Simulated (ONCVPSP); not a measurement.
# Pseudopotential generation for Sr (Z = 38): ONCV, PBE, scalar-relativistic.

- Element: Sr (Z = 38)
- Generator: ONCVPSP 4.0.1
- Type: optimised norm-conserving Vanderbilt (ONCV)
- Functional: PBE
- Relativity: scalar-relativistic
- Frozen core: [Ar] 3d10
- Valence charge: 10
- Reference configuration: 4s2 4p6 5s2
- Partial waves: 4s+5s: rc 1.95 bohr, ncon 3, nbas 6, qcut 4.9 1/bohr, 2 projectors; 4p: rc 2.50 bohr, ncon 4, nbas 7, qcut 5 1/bohr, 2 projectors, debl 1.2 Ha; d scattering state at 0.22 Ha: rc 2.65 bohr, ncon 4, nbas 9, qcut 3.9 1/bohr, 2 projectors, debl 3.2 Ha
- Local potential: polynomial inside 1.55 bohr (lpopt 1, dvloc0 1 Ha)
- Core correction: Teter function, fcfact 5.5, rcfact 1.2

In the d channel the program set the typed energies aside and used 0.050, 3.250 Ha.

All-electron outer shells of the reference configuration (PBE, scalar-relativistic, ld1.x):

```json
{"shell": "4s", "level (eV)": "-40.90", "outermost node (bohr)": "0.59", "outermost maximum (bohr)": "1.19"}
{"shell": "4p", "level (eV)": "-22.82", "outermost node (bohr)": "0.61", "outermost maximum (bohr)": "1.33"}
{"shell": "5s", "level (eV)": "-3.53", "outermost node (bohr)": "1.65", "outermost maximum (bohr)": "3.72"}
```

Results:

```
Cutoffs needed             : 9.3 Ha and 12 Ha (the cutoffs (Ha) at which the residual kinetic energy of the hardest occupied pseudo-wave falls to 1 and 0.1 mHa per electron) The cutoffs count occupied waves only; projector 2 of the d channel, the hardest unoccupied one, needs 49 Ha at the loose tolerance.
Ghost test                 : no bound ghost flagged; no localised positive-energy state flagged
Largest excitation error   : -2.6 meV (all-electron minus pseudo) for 4s2 4p6 5s0, out of 4 test configurations
rms error of d²Exc/dni dnj : 2.73 mHa without and 0.65 mHa with the model core
```

Generation and tests took about 5.1 s on one core of a shared server CPU.
